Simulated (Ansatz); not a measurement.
Mulliken charges of CH₃GaOS, SMILES `O=C[S][GaH2]` from B3LYP/def2-TZVPP in Ansatz (PBE0-D4/def2-TZVP geometry).

| atom | x (Å) | y (Å) | z (Å) | charge (e) |
| --- | --- | --- | --- | --- |
| O1 | -0.760 | 2.618 | 0.001 | -0.223 |
| C2 | -0.535 | 1.450 | 0.058 | 0.113 |
| S3 | 0.968 | 0.720 | -0.583 | -0.128 |
| Ga4 | 0.600 | -1.404 | -0.096 | 0.219 |
| H5 | -1.233 | 0.720 | 0.508 | 0.082 |
| H6 | -0.756 | -1.700 | 0.618 | -0.045 |
| H7 | 1.716 | -2.405 | -0.505 | -0.018 |

Question: By hand: the dipole of these point charges (1 e Å = 4.8032 D).

Answer: Σ q r = (0.019, -0.641, 0.083) e Å, of length 0.647 e Å = 3.11 D.

Question: How does the dipole of the full density compare? (Estimate.)

Answer: The calculation gave: (0.013, -0.701, 0.094) e Å, 3.40 D; the point charges give 0.91 times that, at 1° from its direction.

Point charges leave out the atoms' own dipoles, such as those of lone pairs, and Mulliken's split depends on the basis, so the close match here is no proof of good charges.

B3LYP here is the variant with VWN-RPA as its local correlation; programs differ in this.
